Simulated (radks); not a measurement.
Problem. These are the eigenvalues of the occupied orbitals of an atom or ion with whole-number occupations (hartree). All-electron calculation, scalar-relativistic Kohn-Sham, PBEsol, spin-polarised, spherical densities, finite nucleus; Fermi nuclear charge, rms radius of each element as measured or else 0.836 A^(1/3) + 0.57 fm. Program: a radial shooting solver on a logarithmic mesh with Libxc functionals.

| orbital | eigenvalue |
|---|---|
| 1s up | -49.86589 |
| 1s down | -49.75575 |
| 2s up | -5.98609 |
| 2s down | -5.76497 |
| 2p up | -4.83028 |
| 2p down | -4.58566 |

Which element is it, and in what charge state? The configuration may be excited. Open shells, if any, are filled with parallel spins first.

Solution. Z = 12, magnesium, charge +4: Mg4+ in [He] 2s2 2p4. The list shows which subshells hold electrons but not how many an open one holds; the 1s level, -49.866 hartree, gives Z - s = 10.0 by -(Z - s)^2/2, which with screening and relativity narrows Z to a few neighbours, and the depths of the outer levels then fix element, charge and occupations together.
